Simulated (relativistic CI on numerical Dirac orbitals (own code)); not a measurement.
# Br+: what numerical and physical settings do to a radial Dirac CI calculation

Reference input:

```
atom Br  Z=35  charge=1  electrons=34
nucleus A=79  rms_radius_fm=4.1629
hamiltonian dirac-coulomb  breit=on  qed=on  c_scale=1
orbitals kli  potential=per-configuration
slater_scale 1
correlation none
mixing on
grid step=0.0125 r_max=74.5
scf mixing=0.4 start=green max_iterations=150 tolerance=2e-08 node_fill=0.05
configurations
  [Ar] 3d10 4s2 4p4
  [Ar] 3d10 4s2 4p3 4d
end
```

Computed lowest total energy -2602.45962 Ha, first excitation 3091.0 cm⁻¹, 24 SCF steps. Runs with settings changed; * marks those that are bad on purpose:

| Changed | Outcome | Lowest level | ΔE (Ha) | First excitation (cm⁻¹) | SCF steps | Message |
| --- | --- | --- | --- | --- | --- | --- |
| iteration limit 20, start potential thomas-fermi | converged | 4p4 3P_2 | 1.41e-10 | 3091.0 | 22 |  |
| nuclear radius 5.4118 fm, grid step 0.006, iteration limit 30 | converged | 4p4 3P_2 | 0.0133 | 3091.0 | 24 |  |
| start potential bare | converged | 4p4 3P_2 | -2.56e-09 | 3091.0 | 42 |  |
| grid step 0.006 | converged | 4p4 3P_2 | -7.52e-05 | 3091.0 | 24 |  |
| nuclear radius 416.29 fm * | converged | 4p4 3P_2 | 91.5 | 2989.3 | 23 |  |
| node fill of the KLI weights 50 * | converged | 4p4 3P_2 | 0.629 | 4066.3 | 25 |  |

With so few configurations and no correlation, terms lie too far apart (by 10 to 50 % near neutrality), their order can be wrong, and levels of other configurations are missing.
